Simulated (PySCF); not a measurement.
**Dipole moment and polarisability of `O=C1OC[C@H]1C(=O)C(F)(F)F`**

Compound: C5H3F3O3.
Structure used (PBE0-D3(BJ)/def2-SVP), in Å, numbered top down from 1:
```
atom  x, y, z in Å
O1     0.8138    1.7138    1.5923
C2     1.1213    0.8736    0.8211
O3     2.2775    0.1892    0.7115
C4     1.8025   -0.5775   -0.4238
C5     0.4730    0.1626   -0.3916
C6    -0.7582   -0.6555   -0.1188
O7    -0.7644   -1.8486   -0.0100
C8    -2.0689    0.1438    0.0585
F9    -3.1227   -0.6328   -0.0993
F10   -2.1311    1.1372   -0.8323
F11   -2.0977    0.6719    1.2774
H12    2.4325   -0.4057   -1.3061
H13    1.7336   -1.6465   -0.1834
H14    0.2847    0.8768   -1.2075
```

Level: CAM-B3LYP/def2-SVPD (PySCF), static field, nuclei fixed, core orbitals frozen in the response. The polarisability tensor in these axes (au):

```
x   71.70 -0.42 -0.37
y   -0.42 69.29  7.47
z   -0.37  7.47 58.83
```

Q: Give the principal values, the mean and the anisotropy Δα = √{½[(α1 − α2)² + (α2 − α3)² + (α1 − α3)²]}.

A: Principal values 54.94, 71.52 and 73.36 au; mean 66.60 au = 9.87 Å³ = 10.98 × 10⁻⁴⁰ C²·m²/J; Δα = 17.57 au (26 % of the mean).

Q: What is the dipole moment, and where does it point?

A: (1.37, -0.83, -3.53) D, 3.88 D in size, pointing from the negative to the positive side. Measured along this direction, the outermost atoms are F11 at the negative end and H12 at the positive end.

Q: How large is μ²/3kT at 400 K beside α?

A: In Gaussian units μ²/3kT = 90.65 Å³ against 9.87 Å³, a ratio of 9.18; the Debye molar polarisation (4π/3)N_A(α + μ²/3kT) is 253.6 cm³/mol, leaving out the vibrational part.

Q: Form Σ f/ω² (atomic units) for the 6 lowest TDDFT singlets, given as eV and f, and set it beside the mean polarisability, which is this sum over all singlets: 4.31, 0.0005; 5.89, 0.0158; 6.50, 0.0514; 6.91, 0.0048; 7.81, 0.0106; 7.93, 0.0034.

A: They add up to 1.50 au, 2.3 % of the 66.60 au; the largest single term is 0.90 au, from the state at 6.50 eV. Terms in order: 0.02, 0.34, 0.90, 0.07, 0.13, 0.04 au. Higher excitations give the rest. The strengths listed sum to 0.086.

Q: Give the eigenvalues of the traceless quadrupole moment Θ = ½Σq(3rr − r²1), origin at the centre of nuclear charge.

A: -14.77, 2.02, 12.74 D·Å. The values depend on the origin, since the dipole doesn't vanish. The electronic extent ⟨r²⟩ about the same centre is 1572 bohr², a root-mean-square distance of 2.29 Å for the 84 electrons.

Q: Rayleigh depolarisation ratio (linearly polarised light, static tensor)?

A: ρ = 3Δα²/(45ᾱ² + 4Δα²) = 926.5/(199626 + 1235.3) = 0.00461.

Q: Molar refractivity from α?

A: Lorentz–Lorenz: R = (4π/3)N_A α = 2.5225 cm³/(mol·Å³) × 9.87 Å³ = 24.9 cm³/mol, in the limit of long wavelengths.

Isolated species at its PBE0-D3(BJ)/def2-SVP geometry (one conformer only).
